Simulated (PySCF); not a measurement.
Species: C6H4F2.
Z-matrix (Å and degrees, PBE0-D3(BJ)/def2-SVP geometry), rows numbered from 1:
```
F 
C   1  1.3324
C   2  1.3902  1  119.30
C   3  1.3928  2  119.24  1   179.92
C   4  1.3901  3  119.26  2     0.03
F   5  1.3324  4  119.24  3   179.92
C   5  1.3901  4  121.52  3    -0.03
C   2  1.3901  1  119.20  3   179.96
H   3  1.0912  2  119.38  1    -0.06
H   4  1.0912  3  121.36  2  -179.94
H   7  1.0912  5  119.39  4  -179.98
H   8  1.0912  2  119.38  1     0.10
```

The computed photoelectron lines, unassigned: C 1s: 290.92 (area 4), 292.89 (area 2) eV; F 1s: 693.18 eV.

Method: delta-SCF UKS SCAN, pcX-2 on the ionised atom, pcseg-1 elsewhere, spin-free X2C (PySCF 2.14.0). Geometry: PBE0-D3(BJ)/def2-SVP; no solvent, vibrations or thermal averaging.

Assign the C 1s lines to atoms.

290.92 eV: C3/C4/C7/C8 (aromatic CH carbon); 292.89 eV: C2/C5 (aromatic C–F carbon). Lowest listed C 1s: C3/C4/C7/C8, bonded to 2 C (aromatic in the SMILES) and H. Highest, 1.97 eV above it: C2/C5, bonded to F and 2 C (aromatic in the SMILES). Summing the Pauling electronegativity differences to the bonded atoms, each weighted by its formal bond order, gives -0.35 for the lowest site and +1.43 for the highest.

Bonded neighbours of each site: F1/F6: C; C2/C5: F and 2 C (aromatic in the SMILES); C3/C4/C7/C8: 2 C (aromatic in the SMILES) and H.

Give the binding energy of C 1s of C2/C5 in hartree and in kJ/mol.

292.89 eV = 10.7635 Eh = 28260 kJ/mol.

Atoms equivalent by their bonding share one computed value, that of the first of them.

Hardware: one thread of an Arm Neoverse V2, no GPU (shared host). Cost: 22 s.
